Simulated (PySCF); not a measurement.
# Which determinant of CsCl lies lowest?

Unrestricted PBE0; basis Cs def2-TZVPP with ECP46, Cl def2-TZVPP; scalar-relativistic core potentials; PySCF 2.14. Outer shells of the fragments: Cs 6s1; Cl 3s2 3p5.

Followed along the bond (rough minima from three points):

```json
{"2Ms+1": "1", "unpaired": "none", "⟨S²⟩ at the start": "0.00", "R at minimum (Å)": "2.92", "Te (eV)": "0.00"}
{"2Ms+1": "3", "unpaired": "σ ↑, π ↑", "⟨S²⟩ at the start": "2.00", "R at minimum (Å)": "none in the scan", "Te (eV)": "≤ 4.45"}
```

Solutions found at the starting distance of 3.175 Å, counted from the lowest of them; the search is not exhaustive and high or unbound solutions are not listed, so other states can lie among these:

| 2Ms+1 | unpaired | term | E (eV) | ⟨S²⟩ | ⟨Lz²⟩ | μ (D) |
| --- | --- | --- | --- | --- | --- | --- |
| 1 | none | ¹Σ⁺ | 0.00 | 0.00 | 0.00 | -11.75 |
| 3 | σ ↑, π ↑ | ³Π | 4.45 | 2.00 | 1.01 | 1.25 |
| 1 | σ ↑, π ↓ | mixed | 4.46 | 1.00 | 1.01 | 1.47 |
| 3 | σ ↑↑ | ³Σ⁺ | 4.53 | 2.00 | 0.00 | 1.48 |
| 3 | π ↑↑ | mixed | 5.58 | 2.00 | 2.01 | 0.71 |
| 3 | π ↑↑ | mixed | 5.62 | 2.00 | 2.01 | 2.38 |

A term symbol is given only where ⟨S²⟩ and ⟨Lz²⟩ are close to those of a pure state; real π, δ and φ orbitals otherwise mix terms. A positive dipole means Cs(−)Cl(+).

The measured ground state is X ¹Σ+ (Huber and Herzberg, Constants of Diatomic Molecules (1979)).

Spin–orbit coupling is left out. Counting both spins, an empty level lies below a filled one in some of these solutions, because spin and occupation are held.
